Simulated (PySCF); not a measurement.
# Computed records: AlFH

All values are calculated (PySCF 2.14.0). Calculation on a computer-drawn molecule: vertical ionisation energy to the stated ion spin, frozen-core CCSD(T) at the basis limit and cheaper methods, single-reference cases, UHF for radicals, no spin-orbit; all values are single points at the evaluated structure, the first of each entry, which is the reference or a displaced copy of it and isn't optimised; the reference structure only sets the zero of the energies above reference; triples share is (T) over the correlation energy.

Common to all runs: charge 1; multiplicity 1; ion multiplicity 2; diffuse functions no; basis cc-pV(n+d)Z; reference is the Hartree-Fock double-zeta minimum; best is HF at quadruple zeta + MP2 correlation extrapolated from triple and quadruple zeta + CCSD(T) minus MP2 at triple zeta; basis step is the size of the change from the same recipe one zeta lower.

```yaml
- entry: 1
  formula: AlFH
  evaluated_structure:
    atoms_angstrom:
      - [F, 0.4134, 2.2248, -0.6891]
      - [Al, -0.691, 2.5757, 0.4168]
      - [H, -2.2664, 3.0291, 1.3864]
  reference_structure:
    atoms_angstrom:
      - [F, 0.3505, 2.1912, -0.6441]
      - [Al, -0.7959, 2.6126, 0.3928]
      - [H, -1.8943, 3.0164, 1.3863]
  given:
    drawn_bonds_atom: [1, 2]
    drawn_bonds_other_atom: [2, 3]
    drawn_bonds_order: [1, 1]
  results:
    "ionisation_energy_best [eV]": 19.73
    "ionisation_energy_basis_step [eV]": 0.01324
    "energy_above_reference_best [kcal/mol]": 15.27
    "energy_above_reference_basis_step [kcal/mol]": 0.05465
    triple_zeta_method: [HF, PBE, r2SCAN, B3LYP, wB97X, MP2, CCSD, "CCSD(T)"]
    "triple_zeta_ionisation_energy [eV]": [18.66, 19.5, 19.47, 19.77, 19.68, 19.33, 19.66, 19.64]
    "triple_zeta_energy_above_reference [kcal/mol]": [18.18, 13.42, 15.34, 15.45, 16.61, 16.95, 15.5, 15.27]
    "ionisation_energy_Koopmans_at_triple_zeta [eV]": 19.58
    "ionisation_energy_EOM_CCSD_at_triple_zeta [eV]": 19.76
    "total_energy_HF_triple_zeta [hartree]": -341.7239
    "total_energy_CCSD(T)_triple_zeta [hartree]": -342.0539
    "total_energy_best [hartree]": -342.1131
    T1_diagnostic_at_triple_zeta: 0.01602
    D1_diagnostic_at_triple_zeta: 0.03004
    ion_T1_diagnostic_at_triple_zeta: 0.02351
    ion_D1_diagnostic_at_triple_zeta: 0.06666
    ion_spin_squared_at_triple_zeta: 0.7509
    triples_share_at_triple_zeta: 0.02721
    basis_functions_triple_zeta: 83
- entry: 2
  formula: AlFH
  evaluated_structure:
    atoms_angstrom:
      - [F, 0.3326, 2.1998, -0.6417]
      - [Al, -0.8117, 2.6231, 0.3819]
      - [H, -1.8993, 3.0183, 1.373]
  reference_structure:
    atoms_angstrom:
      - [F, 0.3505, 2.1912, -0.6441]
      - [Al, -0.7959, 2.6126, 0.3928]
      - [H, -1.8943, 3.0164, 1.3863]
  given:
    drawn_bonds_atom: [1, 2]
    drawn_bonds_other_atom: [2, 3]
    drawn_bonds_order: [1, 1]
  results:
    "ionisation_energy_best [eV]": 21.29
    "ionisation_energy_basis_step [eV]": 0.005359
    "energy_above_reference_best [kcal/mol]": 0.05525
    "energy_above_reference_basis_step [kcal/mol]": 0.048
    triple_zeta_method: [HF, PBE, r2SCAN, B3LYP, wB97X, MP2, CCSD, "CCSD(T)"]
    "triple_zeta_ionisation_energy [eV]": [20.4, 20.84, 20.92, 21.21, 21.34, 21.0, 21.25, 21.21]
    "triple_zeta_energy_above_reference [kcal/mol]": [-0.1925, 0.2413, 0.06967, 0.07187, 0.0297, 0.07159, 0.03398, 0.07569]
    "ionisation_energy_Koopmans_at_triple_zeta [eV]": 21.45
    "ionisation_energy_EOM_CCSD_at_triple_zeta [eV]": 21.33
    "total_energy_HF_triple_zeta [hartree]": -341.7532
    "total_energy_CCSD(T)_triple_zeta [hartree]": -342.0781
    "total_energy_best [hartree]": -342.1373
    T1_diagnostic_at_triple_zeta: 0.01471
    D1_diagnostic_at_triple_zeta: 0.02747
    ion_T1_diagnostic_at_triple_zeta: 0.03048
    ion_D1_diagnostic_at_triple_zeta: 0.1083
    ion_spin_squared_at_triple_zeta: 0.7527
    triples_share_at_triple_zeta: 0.0263
    basis_functions_triple_zeta: 83
- entry: 3
  formula: AlFH
  evaluated_structure:
    atoms_angstrom:
      - [F, 0.3279, 2.2574, -0.6023]
      - [Al, -0.8078, 2.6516, 0.3744]
      - [H, -1.8754, 3.0342, 1.4256]
  reference_structure:
    atoms_angstrom:
      - [F, 0.3505, 2.1912, -0.6441]
      - [Al, -0.7959, 2.6126, 0.3928]
      - [H, -1.8943, 3.0164, 1.3863]
  given:
    drawn_bonds_atom: [1, 2]
    drawn_bonds_other_atom: [2, 3]
    drawn_bonds_order: [1, 1]
  results:
    "ionisation_energy_best [eV]": 21.15
    "ionisation_energy_basis_step [eV]": 0.001198
    "energy_above_reference_best [kcal/mol]": 1.182
    "energy_above_reference_basis_step [kcal/mol]": 0.2922
    triple_zeta_method: [HF, PBE, r2SCAN, B3LYP, wB97X, MP2, CCSD, "CCSD(T)"]
    "triple_zeta_ionisation_energy [eV]": [20.23, 20.79, 20.83, 21.14, 21.22, 20.85, 21.11, 21.07]
    "triple_zeta_energy_above_reference [kcal/mol]": [0.07234, 1.813, 1.199, 1.294, 1.154, 1.467, 1.081, 1.278]
    "ionisation_energy_Koopmans_at_triple_zeta [eV]": 21.27
    "ionisation_energy_EOM_CCSD_at_triple_zeta [eV]": 21.19
    "total_energy_HF_triple_zeta [hartree]": -341.7527
    "total_energy_CCSD(T)_triple_zeta [hartree]": -342.0762
    "total_energy_best [hartree]": -342.1355
    T1_diagnostic_at_triple_zeta: 0.01404
    D1_diagnostic_at_triple_zeta: 0.02613
    ion_T1_diagnostic_at_triple_zeta: 0.02706
    ion_D1_diagnostic_at_triple_zeta: 0.09344
    ion_spin_squared_at_triple_zeta: 0.7515
    triples_share_at_triple_zeta: 0.02565
    basis_functions_triple_zeta: 83
- entry: 4
  formula: AlFH
  evaluated_structure:
    atoms_angstrom:
      - [F, 0.3279, 2.2574, -0.6023]
      - [Al, -0.8078, 2.6516, 0.3744]
      - [H, -1.8036, 3.0085, 1.3549]
  reference_structure:
    atoms_angstrom:
      - [F, 0.3505, 2.1912, -0.6441]
      - [Al, -0.7959, 2.6126, 0.3928]
      - [H, -1.8943, 3.0164, 1.3863]
  given:
    drawn_bonds_atom: [1, 2]
    drawn_bonds_other_atom: [2, 3]
    drawn_bonds_order: [1, 1]
  results:
    "ionisation_energy_best [eV]": 21.62
    "ionisation_energy_basis_step [eV]": 0.00532
    "energy_above_reference_best [kcal/mol]": 3.272
    "energy_above_reference_basis_step [kcal/mol]": 0.2436
    triple_zeta_method: [HF, PBE, r2SCAN, B3LYP, wB97X, MP2, CCSD, "CCSD(T)"]
    "triple_zeta_ionisation_energy [eV]": [20.74, 21.13, 21.22, 21.52, 21.67, 21.35, 21.59, 21.54]
    "triple_zeta_energy_above_reference [kcal/mol]": [1.86, 4.4, 3.345, 3.305, 3.083, 3.342, 3.163, 3.4]
    "ionisation_energy_Koopmans_at_triple_zeta [eV]": 21.82
    "ionisation_energy_EOM_CCSD_at_triple_zeta [eV]": 21.66
    "total_energy_HF_triple_zeta [hartree]": -341.7499
    "total_energy_CCSD(T)_triple_zeta [hartree]": -342.0728
    "total_energy_best [hartree]": -342.1322
    T1_diagnostic_at_triple_zeta: 0.01385
    D1_diagnostic_at_triple_zeta: 0.02605
    ion_T1_diagnostic_at_triple_zeta: 0.03109
    ion_D1_diagnostic_at_triple_zeta: 0.1145
    ion_spin_squared_at_triple_zeta: 0.7522
    triples_share_at_triple_zeta: 0.0255
    basis_functions_triple_zeta: 83
```
